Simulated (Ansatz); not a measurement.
**Molecular dynamics of GaH$_{7}$OSi**

The input (input.yaml):

```yaml
crystal:
  periodic: [false, false, false]
  atoms:
    - { symbol: Ga, position_ang: [0.004774, 0.019021, -0.079706] }
    - { symbol: H, position_ang: [0.052578, -0.224805, 1.724414] }
    - { symbol: H, position_ang: [1.406048, 0.506478, -0.557569] }
    - { symbol: H, position_ang: [-1.433849, 0.465202, -0.491833] }
    - { symbol: O, position_ang: [0.052828, -1.932995, 0.340455] }
    - { symbol: Si, position_ang: [-0.681807, -3.391328, -0.023965] }
    - { symbol: H, position_ang: [0.252205, -4.516468, 0.262799] }
    - { symbol: H, position_ang: [-1.921443, -3.570623, 0.788756] }
    - { symbol: H, position_ang: [-1.042565, -3.401056, -1.472084] }
    - { symbol: H, position_ang: [0.041833, -1.175827, 1.363337] }
basis:
  gaussian: { orbitals: def2-SVP }
hamiltonian:
  xc: b3lyp
  dispersion: d4
md:
  timestep: 0.5
  n_steps: 200
  ensemble: nve
  temperature: 300.0
  initial_velocities: maxwell_boltzmann
  seed: 5890
```

Run as:

```bash
$ ansatz run input.yaml --threads 2 --pin off --max-ram 3072MiB --backend cpu --events-out ev --progress --plain --runs-dir out
```

It starts at the highest image of a converged band, a first-order saddle point between two minima.

Output, in part (step lines, the closing report, with atoms numbered from 0):

```
md step     0: t =     0.00 fs  T =   300.0 K  F+E_penalty+E_count = -62407.83982494 eV  E_kin = 0.310224 eV  conserved = -62407.52960095 eV  (23 SCF iters)
[... lines left out ...]
Total energy: -62408.48990180 eV, -2293.4697018973 hartree
Atom 0 at     0.013117    -0.137165    -0.083271 Å, force    -0.100781    -0.218133    -0.068799 eV/Å
Atom 1 at    -0.836786     2.456087     7.564069 Å, force    -0.253567    -0.672910    -0.746875 eV/Å
Atom 2 at     1.360812     0.205145     0.596581 Å, force     0.123204     0.336066     0.056400 eV/Å
Atom 3 at    -1.346019     0.561950    -0.394479 Å, force     0.077193     0.205656     0.037316 eV/Å
Atom 4 at     0.025381    -1.856382    -0.608258 Å, force    -0.231928    -0.852813     0.201717 eV/Å
Atom 5 at    -0.621759    -3.262994     0.026374 Å, force    -0.587311     0.284826    -0.488694 eV/Å
Atom 6 at     0.365372    -4.024152     0.838502 Å, force     0.151963    -0.097343    -0.114578 eV/Å
Atom 7 at    -1.729356    -2.884723     0.986679 Å, force     0.099266    -0.131246    -0.162389 eV/Å
Atom 8 at    -1.242692    -4.160759    -1.064547 Å, force     0.468436     0.473103     0.539070 eV/Å
Atom 9 at    -1.031016     1.941050     6.993047 Å, force     0.253526     0.672793     0.746832 eV/Å
Dipole moment:     0.010215     0.310902     0.100629 e Å
```

The steps, from the saved trajectory:

| time (fs) | T (K) | potential energy less start (eV) | conserved less start (meV/atom) |
| --- | --- | --- | --- |
| 0.0 | 300 | 0.000 | 0.00 |
| 3.0 | 153 | 0.153 | 0.14 |
| 6.0 | 192 | 0.113 | 0.10 |
| 9.0 | 333 | -0.034 | -0.02 |
| 12.0 | 349 | -0.049 | 0.14 |
| 15.0 | 594 | -0.304 | 0.07 |
| 18.0 | 781 | -0.498 | -0.08 |
| 21.0 | 884 | -0.605 | -0.05 |
| 24.0 | 936 | -0.656 | 0.12 |
| 27.0 | 1003 | -0.728 | -0.09 |
| 30.0 | 1085 | -0.813 | -0.15 |
| 33.0 | 1011 | -0.735 | 0.10 |
| 36.0 | 952 | -0.671 | 0.25 |
| 39.0 | 949 | -0.671 | 0.08 |
| 42.0 | 942 | -0.665 | -0.11 |
| 45.0 | 928 | -0.650 | -0.11 |
| 48.0 | 820 | -0.536 | 0.18 |
| 51.0 | 848 | -0.565 | 0.08 |
| 54.0 | 898 | -0.619 | -0.04 |
| 57.0 | 895 | -0.615 | -0.01 |
| 60.0 | 939 | -0.661 | 0.04 |
| 63.0 | 869 | -0.586 | 0.19 |
| 66.0 | 936 | -0.658 | -0.08 |
| 69.0 | 950 | -0.673 | -0.15 |
| 72.0 | 792 | -0.508 | 0.08 |
| 75.0 | 773 | -0.487 | 0.19 |
| 78.0 | 701 | -0.413 | 0.15 |
| 81.0 | 722 | -0.437 | -0.13 |
| 84.0 | 787 | -0.505 | -0.20 |
| 87.0 | 660 | -0.370 | 0.15 |
| 90.0 | 718 | -0.430 | 0.26 |
| 93.0 | 809 | -0.526 | 0.07 |
| 96.0 | 863 | -0.583 | -0.13 |
| 99.0 | 944 | -0.668 | -0.19 |

The run went to its last step. The conserved energy stayed within 0.26 meV per atom of its start (net change -0.077 meV per atom), so the integration is sound. The kinetic energy rose, since the run started high on the potential surface and went downhill. It ends in pieces (GaH5OSi + H2), so much of that is their flight and rotation, not heat. A run of 0.1 ps of so small a system gives no equilibrium averages. The orbitals stay closed-shell, which can raise the energy where a bond breaks towards radicals; this wasn't checked here.

Between its relaxed ends the band would form H2–H10 and break Ga1–H2, O5–H10. These pairs go: H2–H10 1.02 → 0.79 Å, Ga1–H2 1.82 → 8.12 Å, O5–H10 1.27 → 8.56 Å. In the last frame they stand as after the step (other bonds may differ from the relaxed reactants and products). Also parted: Ga1–H10 1.87 → 7.45 Å. It ends as GaH5OSi + H2. Pairs count as bonded within 1.25 times the sum of covalent radii (0.12 Å more for H–H).

Last frame:

```xyz
10
Properties=species:S:1:pos:R:3
Ga 0.013 -0.137 -0.083
H -0.837 2.456 7.564
H 1.361 0.205 0.597
H -1.346 0.562 -0.395
O 0.025 -1.856 -0.608
Si -0.622 -3.263 0.026
H 0.365 -4.024 0.839
H -1.729 -2.885 0.987
H -1.243 -4.161 -1.065
H -1.031 1.941 6.993
```

The run took 6.7 min on 2 threads of Arm Neoverse V2, on a shared host, peak memory 0.21 GiB.
